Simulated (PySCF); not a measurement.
## Calculated NMR parameters of C=C[Si@H](Cl)[SiH2]OC

- Formula: C3H9ClOSi2
- SMILES: C=C[Si@H](Cl)[SiH2]OC
- Point group of the computed structure: C1
- Degrees of unsaturation: 1
- Carbon signals: 3
- Proton signals: 7

Atoms are numbered as in `[CH2:1]=[CH:2][Si@H:3]([Cl:4])[SiH2:5][O:6][CH3:7]`. Hydrogens are named by the atom that carries them. Ha(C1) is cis to Si3; Ha(Si5) is pro-R; Hb(Si5) is pro-S; Hb(C1) is trans to Si3.

Method: shieldings: GIAO PBE0/pcSseg-1, geometry from GFN2-xTB, in PySCF 2.14 (gas phase, fast rotation and ring inversion assumed for equivalent nuclei, one conformer, non-relativistic Hamiltonian).

Shifts are taken against calculated references (same method and geometry level): ¹H, ¹³C, ²⁹Si against TMS; H2O for ¹⁷O.

| carbon | δC, type | δH (multiplicity) | HMBC from (2–3 bonds) | span of the C tensor (ppm) |
| --- | --- | --- | --- | --- |
| C1 | 143.8, CH2 | Hb(C1) 6.68 (m); Ha(C1) 6.42 (m) | H(C2), H(Si3) | 259 |
| C2 | 139.1, CH | 6.50 (m) | Hb(C1), Ha(C1), H(Si3), Hb(Si5), Ha(Si5) | 238 |
| C7 | 56.1, CH3 | 3.69 (s) | Hb(Si5), Ha(Si5) | 84 |

Other nuclei:
| atoms | nucleus | environment | δ (ppm) | σ (ppm) |
| --- | --- | --- | --- | --- |
| H(Si3) | ¹H | hydrogen on a silicon bonded to C, Cl, Si | 5.65 | 26.07 |
| Hb(Si5) | ¹H | hydrogen on a silicon bonded to O, Si | 5.17 | 26.55 |
| Ha(Si5) | ¹H | hydrogen on a silicon bonded to O, Si | 5.08 | 26.63 |
| Si3 | ²⁹Si | silicon bonded to C, Cl, Si, H | -21.3 | 370.5 |
| Si5 | ²⁹Si | silicon bonded to O, Si, 2 H | -27.0 | 376.2 |
| O6 | ¹⁷O | oxygen bonded to C, Si | -16.1 | 352.2 |

1. Carbon types of the structure: 1 × CH, 1 × CH2, 1 × CH3, leaving 3 H on heteroatoms.
2. δC 143.8: terminal =CH2 carbon; an sp2 carbon of a C=C bond.
3. δC 139.1: alkene CH; an sp2 carbon of a C=C bond.
4. δH 6.68, 6.42: hydrogen on a terminal =CH2 carbon; a vinylic proton, deshielded by the sp2 carbon and the C=C anisotropy.
5. δH 6.50: hydrogen on an alkene CH; attached to an sp2 carbon and in the plane of the double bond.
6. δH 3.69: hydrogen on a methyl carbon bonded to O; its carbon carries O, hence the downfield position.

Shifts are as computed. Against solution values, carbons near 30 ppm lie about +3 ppm off and those near 130 ppm about +5 ppm. Of 1309 compounds with measured shifts, 239 miss one by over three times the rms of a fit or turn the order of signals round; such compounds aren't used in these exercises. Experimental scales use liquid or dissolved standards, which lie at an offset from isolated H2O (liquid H2O: subtract about 36 ppm). No couplings were computed; multiplicities are counted from neighbouring protons, with m where these are inequivalent, close in shift, in a saturated or five-membered ring or joined by F or P, and br s for small geminal =CH2 splittings.
